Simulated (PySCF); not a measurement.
Two-component Hartree-Fock for Tl⁺ (thallium, charge +1)

Start: [Xe] 4f14 5d9 6s2 6p1; 5d3/2 filled at m_j = -3/2, -1/2, +1/2, +3/2; 5d5/2 filled at m_j = -3/2, -1/2, +1/2, +3/2, +5/2; 6p3/2 filled at m_j = +3/2. Calculated with PySCF 2.14 in x2c-TZVPall-2c: generalised Hartree-Fock with the X2C-1e Hamiltonian and a Gaussian nucleus; spin-orbit coupling (SO) screened by Boettger's factors. This is a chosen level, not necessarily the ground level.

| spinor shell | electrons | ε, screened SO (eV) | weight of nominal j (screened SO) | rms radius, screened SO (bohr) |
| --- | --- | --- | --- | --- |
| 1s1/2 | 2 | -85994.0 | 1.000 | 0.0184 |
| 2s1/2 | 2 | -15474.9 | 1.000 | 0.0743 |
| 2p1/2 | 2 | -14830.8 | 1.000 | 0.0628 |
| 2p3/2 | 4 | -12759.9 | 1.000 | 0.0710 |
| 3s1/2 | 2 | -3774.9 | 1.000 | 0.189 |
| 3p1/2 | 2 | -3485.4 | 1.000 | 0.181 |
| 3p3/2 | 4 | -3018.4 | 1.000 | 0.197 |
| 3d3/2 | 4 | -2546.4 | 1.000 | 0.173 |
| 3d5/2 | 6 | -2447.1 | 1.000 | 0.178 |
| 4s1/2 | 2 | -891.49 | 1.000 | 0.416 |
| 4p1/2 | 2 | -765.67 | 1.000 | 0.420 |
| 4p3/2 | 4 | -650.52 | 1.000 | 0.454 |
| 4d3/2 | 4 | -445.08 | 1.000 | 0.465 |
| 4d5/2 | 6 | -422.82 | 1.000 | 0.476 |
| 5s1/2 | 2 | -166.07 | 1.000 | 0.938 |
| 4f5/2 | 6 | -154.93 | 0.999 | 0.509 |
| 4f7/2 | 8 | -150.27 | 0.999 | 0.510 |
| 5p1/2 | 2 | -121.86 | 0.999 | 1.01 |
| 5p3/2 | 4 | -99.871 | 0.999 | 1.10 |
| 5d3/2 | 4 | -37.064 | 0.975 | 1.40 |
| 5d5/2 | 5 | -34.266 | 0.980 | 1.46 |
| 6s1/2 | 2 | -21.834 | 0.999 | 2.52 |
| 6p3/2 | 1 | -12.944 | 1.000 | 3.38 |

| quantity | screened SO |
| --- | --- |
| E (hartree) | -20264.40230 |
| M_J | 4 |
| ⟨J²⟩ | 20.013 |
| ⟨L²⟩ | 12.194 |
| ⟨S²⟩ | 2.189 |

Each row is a mean over spinors that exchange with the open shell spreads, by up to 5.501 eV (5p3/2).

Breit and QED terms are absent; they matter most for the inner s and p1/2 levels.

Densities and radii are taken from the X2C orbitals without a picture-change correction, which distorts them close to the nucleus.
